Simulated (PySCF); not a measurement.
# One molecule, several mistakes: BGeH5N2

All numbers below are calculated, not measured. They come from PySCF 2.14.0, an open-source quantum chemistry program, on an isolated molecule that a program drew, which may never have been made. The molecule is BGeH5N2 (charge 0, singlet), drawn as the SMILES string `B[NH][GeH]=[NH]`.

Each row is a Hartree-Fock (HF) and frozen-core CCSD(T) single point in the cc-pVDZ basis, meant for a local HF minimum. Run 1 is clean. Each other run has one planted mistake out of seven kinds, and not every kind appears here: one electron removed, one electron added, multiplicity raised by two, geometry at a saddle point, minimal basis STO-3G, one bond length entered in bohr, all coordinates scaled. The reference is restricted for singlets and unrestricted otherwise, and also for a bond in bohr. Adding or removing an electron swaps singlet and doublet. Electrons count all cores. HOMO and LUMO are orbital energies over both spins, the gradient is its largest component, and the lowest frequency (negative if imaginary) is given only where the gradient is small. Bond lengths are over the 8 bonds as drawn. T1 is the CCSD diagnostic: over 0.02 (restricted) or 0.045 (unrestricted) a single reference is doubtful. Germanium has the cc-pVDZ-PP basis, with a core potential (ECP10MDF) in place of its 10 inner electrons, and its 3s, 3p and 3d shells are frozen in CCSD(T).

Geometry of the clean run:
```xyz
9
BGeH5N2, angstrom
B     0.4305    0.2102    0.6962
N     0.0437    0.6252   -0.5916
Ge   -1.6586    1.0084   -1.1360
N    -2.1869    1.5080   -2.6461
H     1.5862   -0.0115    0.9328
H    -0.4072    0.0824    1.5480
H     0.7633    0.7241   -1.2841
H    -2.5922    0.8021    0.0340
H    -1.4538    1.6047   -3.3343
```

```
run  electrons  basis functions  <S^2>  HOMO (eV)  LUMO (eV)  gradient (hartree/bohr)  lowest frequency (cm^-1)  mean bond (Å)  longest bond (Å)      T1  HF (hartree)  CCSD(T) (hartree)                     mistake
  1         56               90  0.000      -9.70       2.32                  2.4e-05                        98         1.3547             1.828  0.0201    -429.85842         -430.43612                    no fault
  2         56               90  2.026      -5.82       0.49                  1.5e-01                         -         1.3547             1.828  0.0187    -429.77018         -430.30142  multiplicity raised by two
  3         55               90  0.758     -17.08      -6.60                  1.2e-01                         -         1.3547             1.828  0.0212    -429.58264         -430.10132        one electron removed
  4         56               90  0.000      -9.97       2.74                  6.3e-02                         -         1.2829             1.731  0.0171    -429.82715         -430.38922                           ?
  5         57               90  0.787       0.97       7.86                  5.9e-02                         -         1.3547             1.828  0.0330    -429.79766         -430.38861                           ?
```

**Which mistake was planted in run 4, and what did it cost?**

The mean and the longest bond both change by the same factor, 0.947, and the gradient is no longer small. So the mistake is: all coordinates scaled. Subtracting run 1 and multiplying by 627.51 kcal/mol a hartree, the energy moved by 19.6 kcal/mol in HF and 29.4 kcal/mol in CCSD(T).

**Which mistake was planted in run 5, and what did it cost?**

It counts 57 electrons, one more than the clean run, at the same geometry and basis. So the mistake is: one electron added. Subtracting run 1 and multiplying by 627.51 kcal/mol a hartree, the energy moved by 38.1 kcal/mol in HF and 29.8 kcal/mol in CCSD(T).

Cautions from the logs. Run 1: T1 is over the limit, so its CCSD(T) energy is less reliable; run 5: the HOMO is above zero, so the electron isn't bound and the energy depends on the basis.
